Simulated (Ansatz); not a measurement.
The cluster Cu₄Ag⁺, relaxed as a singlet with RKS PBE-D4/def2-SVP in Ansatz, starting from the GFN1-xTB geometry. Force threshold 0.02 eV/Å.

In the def2 sets Ag takes a core potential; there is no spin–orbit coupling. Another isomer (singlet) lies 0.11 eV lower at PBE0-D4/def2-TZVP; other spin states weren't run for this one.

Start:

```
atom    x (Å)    y (Å)    z (Å)
 Ag1  -1.6156  -0.3106  -1.1298
 Cu2  -1.7220   1.8308   0.2257
 Cu3   0.2110   0.5325   0.4836
 Cu4   0.8186  -1.5067  -0.5478
 Cu5   2.3080  -0.5460   0.9683
```

| step | energy (eV) | largest force component (eV/Å) | SCF passes |
| --- | --- | --- | --- |
| 1 | -182506.3590 | 0.364 | 48 |
| 2 | -182506.3780 | 0.188 | 26 |
| 3 | -182506.3818 | 0.017 | 26 |

Force components are those of the run's own axes.

End:

```xyz
5

Ag   -1.5920   -0.2807   -1.0964
Cu   -1.7546    1.8175    0.1986
Cu    0.2299    0.5253    0.4888
Cu    0.8218   -1.5025   -0.5431
Cu    2.2949   -0.5596    0.9522
```

By distances, no bond broke or formed. The bond that changes most is Ag1–Cu2, from 2.54 to 2.47 Å (atoms count from 1).

No frequencies were taken in this run, so the end may be a saddle point.

Hardware: 4 threads of Intel Xeon Platinum 8375C on a shared host. Wall time 6 s.
